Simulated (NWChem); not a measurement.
Molecule: C2H8Si2; SMILES [SiH3]/C=C/[SiH3]

Results from NWChem. Pople sets run with spherical d functions. All runs use the structure optimised with PBE0/def2-SVP. Total energies compare along this basis series because the functional is fixed.

```json
[
 {"level": "PBE0/STO-3G", "basis functions": "36", "energy (Ha)": "-651.9889", "highest occupied level (eV)": "-5.49", "orbital gap (eV)": "8.82"},
 {"level": "PBE0/3-21G", "basis functions": "60", "energy (Ha)": "-656.0989", "highest occupied level (eV)": "-7.87", "orbital gap (eV)": "7.37"},
 {"level": "PBE0/6-31G*", "basis functions": "80", "energy (Ha)": "-659.5785", "highest occupied level (eV)": "-7.85", "orbital gap (eV)": "7.17"},
 {"level": "PBE0/6-31+G*", "basis functions": "96", "energy (Ha)": "-659.5834", "highest occupied level (eV)": "-7.99", "orbital gap (eV)": "7.07"},
 {"level": "PBE0/6-311G**", "basis functions": "136", "energy (Ha)": "-659.6513", "highest occupied level (eV)": "-7.99", "orbital gap (eV)": "7.09"},
 {"level": "PBE0/6-311++G**", "basis functions": "160", "energy (Ha)": "-659.6524", "highest occupied level (eV)": "-8.01", "orbital gap (eV)": "(withheld)"}
]
```

Fill in the missing entries.


- PBE0/6-311++G**, orbital gap (eV): 7.02
